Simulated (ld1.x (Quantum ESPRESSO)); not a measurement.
## gold: excitation energies, all-electron against TM

* Element: Au (Z = 79)
* Generator: ld1.x (Quantum ESPRESSO) 7.5
* Type: norm-conserving Troullier–Martins (Kleinman–Bylander form)
* Functional: PBE
* Relativity: fully relativistic
* Frozen core: [Xe]
* Valence charge: 25
* Reference configuration: 4f14 5d10 6s1 6p0
* Partial waves: 6s (bound): rc 2.25 bohr; 5d (bound): rc 2.30 bohr; 4f (bound): rc 1.00 bohr; 6p (bound, empty): rc 3.60 bohr
* Local potential: the p channel
* Core correction: none

Open shells are filled in proportion to 2j + 1 (rel_dist='average').

Energies are relative to the spin-unpolarised reference configuration 4f14 5d10 6s1 6p0; without spin polarisation the order of configurations can differ from experiment. The p channel is local and has no spin–orbit splitting in the pseudo-atom.

Give the all-electron excitation energy and the error of the potential for: 4f14 5d10 6s0 6p0; 4f14 5d9 6s0 6p0; 4f14 5d8 6s0 6p0; 4f14 5d7 6s0 6p0; 4f13 5d10 6s1 6p0; 4f14 5d9 6s2 6p0; 4f14 5d10 6s0 6p1.

```json
{"valence configuration": "4f14 5d10 6s0 6p0", "charge": "+1", "ΔE all-electron (eV)": "9.427", "error AE − PS (meV)": "+0.2"}
{"valence configuration": "4f14 5d9 6s0 6p0", "charge": "+2", "ΔE all-electron (eV)": "30.655", "error AE − PS (meV)": "-112"}
{"valence configuration": "4f14 5d8 6s0 6p0", "charge": "+3", "ΔE all-electron (eV)": "64.533", "error AE − PS (meV)": "-508"}
{"valence configuration": "4f14 5d7 6s0 6p0", "charge": "+4", "ΔE all-electron (eV)": "112.226", "error AE − PS (meV)": "-1201"}
{"valence configuration": "4f13 5d10 6s1 6p0", "charge": "+1", "ΔE all-electron (eV)": "92.265", "error AE − PS (meV)": "-2611"}
{"valence configuration": "4f14 5d9 6s2 6p0", "charge": "0", "ΔE all-electron (eV)": "1.712", "error AE − PS (meV)": "-70"}
{"valence configuration": "4f14 5d10 6s0 6p1", "charge": "0", "ΔE all-electron (eV)": "5.198", "error AE − PS (meV)": "-39"}
```

Levels in the configuration 4f14 5d9 6s2 6p0:

| level | all-electron (eV) | pseudo (eV) |
| --- | --- | --- |
| 4f j=5/2 | -86.048 | -86.867 |
| 4f j=7/2 | -82.236 | -83.052 |
| 5d j=3/2 | -9.948 | -10.080 |
| 5d j=5/2 | -8.331 | -8.449 |
| 6s j=1/2 | -6.673 | -6.661 |
